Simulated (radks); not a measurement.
Q: Radial electron density D(r) = 4 pi r^2 rho(r) of an atom or ion with 17 electrons. All-electron calculation, scalar-relativistic Kohn-Sham, SCAN, spin-unpolarised, spherical densities, finite nucleus; meta-GGA in the generalised Kohn-Sham scheme; Fermi nuclear charge, rms radius of each element as measured or else 0.836 A^(1/3) + 0.57 fm. Program: a radial shooting solver on a logarithmic mesh with Libxc functionals.

```
   r/bohr * D(r) (the largest magnitude, 19.6, reaches the edge; | marks zero)
 0.006943 |   *
 0.008826 |      *
  0.01122 |         *
  0.01438 |              *
  0.01828 |                    *
  0.02342 |                            *
  0.02978 |                                    *
  0.03816 |                                             *
  0.04851 |                                                   *
  0.06216 |                                                      *
  0.07902 |                                                   *
   0.1005 |                                             *
   0.1287 |                                      *
   0.1636 |                                     *
   0.2097 |                                           *
   0.2666 |                                                   *
   0.3416 |                                                    *
   0.4343 |                                           *
   0.5565 |                          *
   0.7075 |             *
   0.8994 |         *
    1.153 |           *
    1.465 |           *
    1.878 |         *
    2.387 |    *
    3.059 | *
    3.888 |*
    4.983 *
    6.334 *
```

What is the nuclear charge?

A: Z = 17. The innermost maximum, from 1s, lies near gamma/Z bohr with gamma = sqrt(1 - (Z/c)^2) = 0.992, here 0.0584 bohr (found: 0.0622), and its height grows with Z. The density is that of neutral chlorine in [Ne] 3s1 3p6; the configuration itself is not fixed sharply by these data, and Z only to about a unit. D(r) has 3 maxima, at r = 0.0622, 0.313, 1.36 bohr, and minima at 0.151, 0.892 bohr, inside which lie 2.17, 10.34 electrons.
